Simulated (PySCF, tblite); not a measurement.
C7H14NP.
SMILES with atom numbers: `[CH3:1][CH2:2][CH2:3][P@@:4]1(=[NH:5])[CH:6]=[C:7]1[CH2:8][CH3:9]` (hydrogens: H10, H11, H12 on C1; H13, H14 on C2; H15, H16 on C3; H17 on N5; H18 on C6; H19, H20 on C8; H21, H22, H23 on C9)

Computed geometry: GFN2-xTB, gas phase.

(1) What internal coordinates does the optimisation give?

## Answers

(1) 
```tsv
bond	length (pm)
C1–C2	152.3
C2–C3	152.6
C3–P4	182.6
P4=N5	156.0
P4–C6	181.1
C6=C7	135.0
C7–C8	147.9
C8–C9	152.6
P4–C7	181.6
C1–H10, C1–H11, C1–H12	108.8
C2–H13	109.3
C2–H14	109.3
C3–H15	109.2
C3–H16	109.1
N5–H17	101.1
C6–H18	107.4
C8–H19	109.5
C8–H20	109.4
C9–H21, C9–H22, C9–H23	108.8
```

Bonds in one row agree within 1 pm and their mean is given. A selection of angles:
```tsv
angle	degrees
C2–C1–H10	110.4
C2–C1–H11	110.5
H10–C1–H11	108.4
C1–C2–C3	111.5
C1–C2–H13	109.9
C1–C2–H14	109.6
C3–C2–H13	108.8
C3–C2–H14	109.2
H13–C2–H14	107.8
C2–C3–P4	110.5
C2–C3–H15	110.9
C2–C3–H16	111.2
P4–C3–H15	109.5
P4–C3–H16	105.0
H15–C3–H16	109.6
C3–P4–N5	108.3
C3–P4–C6	112.9
C3–P4–C7	112.0
N5–P4–C6	133.2
N5–P4–C7	133.1
C6–P4–C7	43.7
P4–N5–H17	115.7
P4–C6–C7	68.3
P4–C6–H18	153.9
C7–C6–H18	137.4
C6–C7–C8	138.2
P4–C7–C6	68.0
P4–C7–C8	153.4
C7–C8–C9	111.8
C7–C8–H19	108.3
C7–C8–H20	109.3
C9–C8–H19	110.2
C9–C8–H20	110.2
H19–C8–H20	106.7
C8–C9–H21	110.4
H21–C9–H22	108.6
```

Torsions: C1–C2–C3–P4 -175° (antiperiplanar); C2–C3–P4–N5 107° (anticlinal); C3–P4–C6–C7 98° (anticlinal); P4–C6–C7–C8 174° (antiperiplanar); C6–C7–C8–C9 7° (synperiplanar); C3–P4–C7–C6 -101° (anticlinal); H17–N5–P4–C3 -179° (antiperiplanar).

The C–C distances run from 1.350 Å (C6=C7, drawn double) to 1.526 Å (C2–C3, drawn single), a spread of 0.176 Å. Of the pairs four or more bonds apart, C7···H14 is among the closest relative to their van der Waals radii: 2.88 Å, 99 % of the sum of Bondi's values. P4 (phosphorus bonded to 3 C and N) has angles from 43.7° to 133.2°. The 3-membered ring P4–C6–C7 has internal angles of 43.7° to 68.3°.

Point group: C1 (no symmetry element, even within 0.4 Å). GFN2-xTB frequencies show an imaginary mode (46i cm⁻¹), so the point is no minimum at that level. 3 starts were optimised and ended at 0.00, 0.02 and 0.99 kcal/mol (GFN2-xTB); the lowest of these is shown.
